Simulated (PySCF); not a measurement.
SiF2ClBr, SMILES Br[Si](Cl)(F)F.

The structure is a stationary point at PBE0-D3(BJ)/def2-SVP. This is a generated structure with no PubChem entry under its InChIKey; it may be hypothetical.

Two levels are set side by side: PBE/def2-TZVP (PySCF) and CAM-B3LYP/def2-TZVP (PySCF). Same geometry, gas phase. Differences are taken from unrounded values.

| quantity | CAM-B3LYP | PBE | PBE minus CAM-B3LYP |
|---|---|---|---|
| orbital gap (eV) | 11.26 | 6.48 | -4.78 |
| highest occupied level (eV) | -10.72 | -8.03 | 2.70 |
| lowest empty level (eV) | 0.54 | -1.54 | -2.09 |
| dipole moment (D) | 0.95 | 0.89 | -0.06 |
| mean polarisability (bohr³) | 50.0 | 52.6 | 2.6 |

PBE's occupied levels lie high since its potential decays too fast outside the molecule; exact exchange lowers them and widens the gap. PBE's more diffuse valence density responds more strongly to a field. Differences between two approximate levels are no errors against the true value.

Rough cost on one machine, each run with all the roots and properties that it gave: CAM-B3LYP against PBE within a factor of 2.
